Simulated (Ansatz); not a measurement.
Geometry optimisation of `FB1C=COC1`.

```yaml
crystal:
  periodic: [false, false, false]
  atoms:
    - {symbol: F, position_ang: [0.789939, 0.747723, 2.160913]}
    - {symbol: B, position_ang: [0.375688, 0.274079, 0.975898]}
    - {symbol: C, position_ang: [0.459841, -1.125942, 0.383114]}
    - {symbol: C, position_ang: [-0.124505, -0.998954, -0.853285]}
    - {symbol: O, position_ang: [-0.592964, 0.203855, -1.228634]}
    - {symbol: C, position_ang: [-0.346301, 1.146327, -0.147914]}
    - {symbol: H, position_ang: [0.859173, -2.080945, 0.745394]}
    - {symbol: H, position_ang: [-0.275545, -1.773185, -1.625624]}
    - {symbol: H, position_ang: [-1.325421, 1.576968, 0.153127]}
    - {symbol: H, position_ang: [0.263194, 1.978975, -0.559989]}
basis:
  gaussian: {orbitals: def2-TZVP}
hamiltonian: {xc: pbe0, dispersion: d4}
relax: {f_tol: 0.005, max_steps: 150}
```

```sh
$ ansatz run in.yaml --threads 4 --pin off --events-out ev --progress --plain --max-ram 10444MiB
```

Output, abridged:

```
Functional definition: PBE0
mean field -8611.40110639 eV, -316.4631536426 hartree, gradient 2.8e-5 eV, S^2 0.000000; 0 other end points of the search recorded, 0 dependent functions left out
relax step   1: F+E_penalty+E_count = -8611.56562843 eV  Δ(F+E_penalty+E_count) = +0.000e0 eV  max|allowed force component| = 5.959e-1 eV/Å  Δτ_max = 0.0000 Å  (29 SCF iters, accepted)
mean field -8611.44354171 eV, -316.4647131116 hartree, gradient 1.3e-5 eV, S^2 0.000000; 0 other end points of the search recorded, 0 dependent functions left out
relax step   2: F+E_penalty+E_count = -8611.60857377 eV  Δ(F+E_penalty+E_count) = -4.295e-2 eV  max|allowed force component| = 2.065e-1 eV/Å  Δτ_max = 0.0240 Å  (33 SCF iters, accepted)
mean field -8611.44743216 eV, -316.4648560830 hartree, gradient 1.2e-5 eV, S^2 0.000000; 0 other end points of the search recorded, 0 dependent functions left out
relax step   3: F+E_penalty+E_count = -8611.61269364 eV  Δ(F+E_penalty+E_count) = -4.120e-3 eV  max|allowed force component| = 3.380e-2 eV/Å  Δτ_max = 0.0090 Å  (34 SCF iters, accepted)
mean field -8611.44745253 eV, -316.4648568316 hartree, gradient 1.2e-5 eV, S^2 0.000000; 0 other end points of the search recorded, 0 dependent functions left out
relax step   4: F+E_penalty+E_count = -8611.61271528 eV  Δ(F+E_penalty+E_count) = -2.164e-5 eV  max|allowed force component| = 2.055e-2 eV/Å  Δτ_max = 0.0020 Å  (33 SCF iters, accepted)
mean field -8611.44748776 eV, -316.4648581265 hartree, gradient 1.2e-5 eV, S^2 0.000000; 0 other end points of the search recorded, 0 dependent functions left out
relax step   5: F+E_penalty+E_count = -8611.61274920 eV  Δ(F+E_penalty+E_count) = -3.392e-5 eV  max|allowed force component| = 3.775e-3 eV/Å  Δτ_max = 0.0017 Å  (34 SCF iters, accepted)
mean field -8611.44748776 eV, -316.4648581265 hartree, gradient 1.2e-5 eV, S^2 0.000000; 1 other end points of the search recorded, 0 dependent functions left out
Total energy: -8611.61277805 eV, -316.4709324327 hartree
Atom 0 at     0.781327     0.737921     2.141436 Å, force     0.000585    -0.000011     0.001287 eV/Å
Atom 1 at     0.371554     0.273077     0.966590 Å, force    -0.001437     0.000253    -0.002854 eV/Å
Atom 2 at     0.454289    -1.115436     0.374812 Å, force    -0.000014    -0.000376    -0.000403 eV/Å
Atom 3 at    -0.122257    -0.990204    -0.842569 Å, force     0.001120     0.001825     0.003775 eV/Å
Atom 4 at    -0.588317     0.201262    -1.216818 Å, force    -0.001223     0.001526    -0.000403 eV/Å
Atom 5 at    -0.344653     1.138822    -0.147754 Å, force     0.000533    -0.001165    -0.000236 eV/Å
Atom 6 at     0.848616    -2.056138     0.729239 Å, force     0.000357     0.000193     0.000576 eV/Å
Atom 7 at    -0.269377    -1.755250    -1.598944 Å, force    -0.000406    -0.001296    -0.001952 eV/Å
Atom 8 at    -1.308993     1.560372     0.150262 Å, force     0.000206    -0.000440    -0.000269 eV/Å
Atom 9 at     0.260910     1.954476    -0.553254 Å, force     0.000278    -0.000510     0.000478 eV/Å
Dipole moment:    -0.083687    -0.077018    -0.229702 e Å
```

Hardware: 4 threads of an Intel Xeon Platinum 8488C on a shared host. Wall time 18 s, peak host memory 0.52 GiB.
